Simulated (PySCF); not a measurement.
Gas-phase reaction: ZnBr₂ + H₂ = ZnH₂ + Br₂

Computed with PySCF and rigid-rotor harmonic-oscillator thermochemistry at 1 bar. † marks an energy on the PBE0/def2-TZVP geometry and frequencies; other levels use their own. MP2 and CCSD(T) freeze the core. 6-31G* has spherical d functions here. All species are closed-shell singlets. B3LYP is the form with VWN-RPA correlation. Br, Zn: all electrons, no relativistic terms. ZnH₂: computed as isolated molecules; such fragments, hydroxides, amides, oligomers or adducts are transient or little studied in the gas. MP2 isn't extrapolated to the basis-set limit; its ΔH°(298 K) is 412.8 kJ in def2-SVP and 379.3 kJ in def2-TZVPP. CCSD(T) isn't extrapolated to the basis-set limit; its ΔH°(298 K) is 389.9 kJ in def2-SVP and 364.7 kJ in def2-TZVPP. The harmonic model lacks anharmonicity and excited electronic states, which grow with temperature; levels with a mode under 35 cm⁻¹ are left out. Soft modes under 120 cm⁻¹ make the harmonic entropy rough for ZnBr₂.

```json
[
 {"level": "B3LYP/def2-TZVP†", "ΔE electronic, kJ": "351", "ΔH°(298 K), kJ": "348", "ΔS°(298 K), J/K": "15", "ΔG°(2500 K), kJ": "329"},
 {"level": "CCSD(T)/def2-TZVPP†", "ΔE electronic, kJ": "368", "ΔH°(298 K), kJ": "365", "ΔS°(298 K), J/K": "15", "ΔG°(2500 K), kJ": "346"},
 {"level": "HF/6-31G*", "ΔE electronic, kJ": "440", "ΔH°(298 K), kJ": "434", "ΔS°(298 K), J/K": "14", "ΔG°(2500 K), kJ": "415"},
 {"level": "MP2/def2-TZVPP†", "ΔE electronic, kJ": "382", "ΔH°(298 K), kJ": "379", "ΔS°(298 K), J/K": "15", "ΔG°(2500 K), kJ": "360"},
 {"level": "PBE/def2-TZVP†", "ΔE electronic, kJ": "341", "ΔH°(298 K), kJ": "338", "ΔS°(298 K), J/K": "15", "ΔG°(2500 K), kJ": "319"},
 {"level": "PBE0/def2-QZVP†", "ΔE electronic, kJ": "366", "ΔH°(298 K), kJ": "363", "ΔS°(298 K), J/K": "15", "ΔG°(2500 K), kJ": "344"},
 {"level": "PBE0/def2-SVP†", "ΔE electronic, kJ": "376", "ΔH°(298 K), kJ": "373", "ΔS°(298 K), J/K": "15", "ΔG°(2500 K), kJ": "355"},
 {"level": "PBE0/def2-TZVP", "ΔE electronic, kJ": "364", "ΔH°(298 K), kJ": "361", "ΔS°(298 K), J/K": "15", "ΔG°(2500 K), kJ": "342"},
 {"level": "LDA/def2-TZVP†", "ΔE electronic, kJ": "342", "ΔH°(298 K), kJ": "339", "ΔS°(298 K), J/K": "15", "ΔG°(2500 K), kJ": "320"},
 {"level": "ωB97X-V/def2-TZVP†", "ΔE electronic, kJ": "369", "ΔH°(298 K), kJ": "365", "ΔS°(298 K), J/K": "15", "ΔG°(2500 K), kJ": "347"}
]
```
ΔH° is lowest at PBE/def2-TZVP† and highest at HF/6-31G*. No reference value is set beside these.
